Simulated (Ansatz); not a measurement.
A nudged elastic band was laid between two geometries of AlClFH$_{3}$O (7 atoms, charge 0, multiplicity 1).

Computed with RKS PBE0-D4/cc-pVDZ in Ansatz 0.2.0.

| Item | Value |
| --- | --- |
| movable images | 5 |
| climbing image | yes |
| spring | 5.0 eV/Å² |
| optimiser | quadratic models (default) |
| start path | through a guess of the saddle point |
| force threshold | 0.03 eV/Å |
| iteration limit | 60 |
| end points | relaxed |

Initial state:

```xyz
7
Properties=species:S:1:pos:R:3
Al 0.034 0.021 0.045
Cl -0.066 -0.327 2.227
H 1.452 0.067 -0.628
O -1.376 -0.384 -0.857
H -2.209 -0.603 -0.432
F -0.246 1.968 0.674
H -0.265 1.682 1.590
```

Final state:

```xyz
7
Properties=species:S:1:pos:R:3
Al -0.135 0.398 -0.159
Cl 0.002 0.069 2.474
H 1.239 -0.193 -0.656
O -1.706 -0.177 -0.569
H -1.832 -1.023 -1.007
F -0.150 2.019 0.439
H -0.095 1.331 2.098
```

Q: Which bonds break or form, and what moves?

A: Bonds broken: F6–H7. Bonds formed: Cl2–H7.

Q: Give the energies along the band, and the barrier.

A: The forces met the threshold. The highest image is number 4 of 0 to 6, 24.4 kJ/mol above the first end and 3.9 kJ/mol above the last; the last end lies 20.6 kJ/mol above the first. A vibrational analysis at the climbing image gives one clearly imaginary mode, 340i cm⁻¹: a first-order saddle point. The orbitals stay closed-shell, which can raise the energy where a bond breaks towards radicals; this wasn't checked here.

```json
{"image": "0", "path coordinate (Å)": "0.00", "energy (kJ/mol)": "0.0", "F6–H7 (Å)": "0.96", "Cl2–H7 (Å)": "2.12"}
{"image": "1", "path coordinate (Å)": "0.42", "energy (kJ/mol)": "4.5", "F6–H7 (Å)": "0.96", "Cl2–H7 (Å)": "2.15"}
{"image": "2", "path coordinate (Å)": "0.84", "energy (kJ/mol)": "7.5", "F6–H7 (Å)": "0.96", "Cl2–H7 (Å)": "2.13"}
{"image": "3", "path coordinate (Å)": "1.27", "energy (kJ/mol)": "8.2", "F6–H7 (Å)": "1.00", "Cl2–H7 (Å)": "1.87"}
{"image": "4", "path coordinate (Å)": "1.69", "energy (kJ/mol)": "24.4", "F6–H7 (Å)": "1.31", "Cl2–H7 (Å)": "1.46"}
{"image": "5", "path coordinate (Å)": "1.91", "energy (kJ/mol)": "21.8", "F6–H7 (Å)": "1.56", "Cl2–H7 (Å)": "1.36"}
{"image": "6", "path coordinate (Å)": "2.13", "energy (kJ/mol)": "20.6", "F6–H7 (Å)": "1.80", "Cl2–H7 (Å)": "1.32"}
```

Q: What is the geometry of the highest image?

A: 
```xyz
7
Properties=species:S:1:pos:R:3
Al -0.119 0.270 -0.010
Cl 0.014 0.093 2.426
H 1.260 -0.175 -0.622
O -1.702 -0.181 -0.512
H -1.866 -0.947 -1.068
F -0.166 1.968 0.616
H -0.097 1.396 1.788
```

Q: What are the harmonic wavenumbers there?

A: 340i, 134, 205, 250, 325, 521, 571, 580, 653, 797, 844, 965, 1587, 1976, 3940 cm⁻¹.

The band took 17 iterations and roughly 6 core-minutes.

The run took 3.2 min on 2 threads of Intel(R) Xeon(R) Platinum 8259CL CPU @ 2.50GHz (Skylake/Cascade Lake), on a shared host, peak memory 0.18 GiB.
